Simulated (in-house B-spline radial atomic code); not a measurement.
**RPA and G0W0 on SCAN: F²⁺**

Configuration [He] 2s2 2p3, highest spin, mean-field start SCAN. Computed with an all-electron radial atomic-structure program (B-spline basis): all electrons, scalar-relativistic (spin-free one-electron X2C), finite nucleus, each spin shell either full or empty, empty states to l = 9 with an (l + 1/2)⁻⁴ tail; G0W0 by contour deformation at full frequency.

Command:
```bash
python run_gw.py task.json out
```
Settings (radii: box in bohr, nucleus in fm):
```
Z                        9
electrons                7
configuration            [He] 2s2 2p3
hamiltonian              x2c
method                   scan,scan
lmax                     9
rms_radius               2.8976
spin_polarised           True
box_radius               17.55
intervals                71
```

Run time, properties included: 1 s on 1 thread of Arm Neoverse V2, with other jobs on the host.

Energies (hartree):

```csv
term,value
mean-field total,-97.90043
Hartree-Fock functional on these orbitals,-97.69991
direct second order,-0.4008
second-order exchange,0.18827
SOSEX correction,0.1665
```

Q: What is the RPA correlation energy, and what remains with SOSEX?

A: RPA gives -0.34862 hartree (-1.36 eV per electron); RPA + SOSEX gives -0.18213, and the second-order doubles -0.21253 hartree (no singles). SOSEX takes back 48 % of the RPA value.

Quasi-particle levels (eV):

```
  level  occupied  mean field  Σx - vxc     Σc  QP weight    G0W0
  2p up       yes      -52.86    -11.00      ?          ?       ?
2s down       yes      -63.46     -7.41  -1.79      0.943  -72.66
2p down        no      -42.91     12.03  -4.02      0.948  -34.90
```

G0W0 = mean field + (Σx - vxc) + Σc, with Σc (partial-wave tail included) taken at the quasi-particle energy. Levels of low weight are left out.

Q: Where does G0W0 put 2p up?

A: At -62.32 eV, with Σc = 1.54 eV and a quasi-particle weight of 0.936. The tabulated removal energy is 62.708 eV (NIST, semi-empirical).
